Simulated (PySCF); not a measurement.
Correlation energy of Mn⁺ (manganese, charge +1)

[Ar] 3d4 4s2, high-spin 5D determinant (an excited configuration). Calculation: PySCF 2.14, in aug-cc-pVQZ; no relativity, point nucleus. Frozen: [Ar]; 6 electrons correlated.

MP2 pair energies summed by pair of shells (mhartree):

```json
{"pair": "3d-3d", "energy": "-43.86", "share (%)": "44.7"}
{"pair": "3d-4s", "energy": "-27.99", "share (%)": "28.5"}
{"pair": "4s-4s", "energy": "-26.18", "share (%)": "26.7"}
```

Total MP2 correlation energy: -98.04 mhartree.

Same-spin part -55.48 and opposite-spin part -42.55 mhartree; SCS-MP2 scales them by 1/3 and 6/5 to -69.56 mhartree.
